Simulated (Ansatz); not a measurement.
`CS[SiH2][AlH][NH2]` + `B[O][GeH2][F]` → `BO[SiH2]SC` + `[NH2][AlH][GeH2][F]`  (redistribution)

Isolated molecules relaxed with PBE0-D4/def2-TZVP in Ansatz; ΔE leaves out vibrations. CCSD(T)/CBS adds triple-zeta CCSD(T) − MP2 to the extrapolated MP2 energy (def2 sets, frozen cores). Functionals use def2-TZVPP. For Ge outer-core shells are correlated without core-valence functions, which leaves a few kJ/mol of doubt a bond. Scalar relativity is left out up to krypton. One conformer a species, not always the lowest.

`CS[SiH2][AlH][NH2]`:

Cartesian coordinates in Å:
```
C 1.688 -0.837 -0.875
S 0.669 -2.164 -0.172
Si -1.253 -1.199 -0.188
Al -1.078 0.746 1.291
N -0.310 2.198 0.630
H 2.718 -1.193 -0.870
H 1.394 -0.625 -1.903
H 1.629 0.076 -0.279
H -1.642 -0.888 -1.599
H -2.182 -2.249 0.313
H -1.464 0.769 2.829
H -0.056 2.332 -0.336
H -0.111 3.033 1.159
```

`B[O][GeH2][F]`:

```xyz
8

B     0.924    0.679    1.080
O     0.403    0.756   -0.161
Ge   -0.759   -0.400   -0.848
F     0.204   -1.561   -1.694
H     1.733    1.503    1.400
H     0.571   -0.189    1.839
H    -1.492   -1.142    0.272
H    -1.584    0.354   -1.889
```

`BO[SiH2]SC`:

Z-matrix (Å, degrees):
```
Si
O 1 1.660
S 1 2.108 2 112.1
H 1 1.478 2 107.6 3 117.0
H 1 1.486 2 107.5 3 -121.1
B 2 1.347 1 130.7 3 99.3
C 3 1.818 1 99.4 2 -69.4
H 6 1.205 2 120.0 1 1.7
H 6 1.198 2 118.2 1 -178.1
H 7 1.090 3 111.1 1 69.2
H 7 1.090 3 111.1 1 -53.7
H 7 1.089 3 106.7 1 -172.4
```

`[NH2][AlH][GeH2][F]`:

Cartesian coordinates in Å:
```
N -1.033 -0.155 1.608
Al -1.097 0.033 -0.141
Ge 1.166 0.106 -1.168
F 2.257 -0.064 0.209
H -0.166 -0.225 2.119
H -1.819 -0.210 2.235
H -2.481 0.138 -0.900
H 1.608 1.423 -1.846
H 1.565 -1.046 -2.117
```

```tsv
level	ΔE (kJ/mol)	difference from CCSD(T)/CBS
PBE-D4	-68.8	7.8
r2SCAN-D4	-75.2	1.4
PBE0-D4	-71.4	5.2
ωB97X-V	-74.1	2.5
ωB97M-V	-81.2	-4.6
r2SCAN	-75.5	1.1
PBE0	-72.4	4.2
HF/def2-TZVPP	-81.8	-5.2
MP2/def2-TZVPP	-72.7	3.9
SCS-MP2/def2-TZVPP	-73.1	3.5
CCSD/def2-TZVPP	-73.1	3.5
HF/def2-QZVPP	-82.6	-6.0
MP2/def2-QZVPP	-76.6	0.0
SCS-MP2/def2-QZVPP	-76.3	0.3
HF/CBS(def2)	-82.7	-6.1
CCSD/CBS(def2)	-79.5	-2.9
CCSD(T)/CBS	-76.6	0
```

Largest T1 diagnostic among the species: 0.013.

In def2-TZVPP, CCSD(T) changes the Hartree–Fock value by +11.7 kJ/mol (the triples alone add +3.0 kJ/mol) and MP2 by +9.2 kJ/mol.
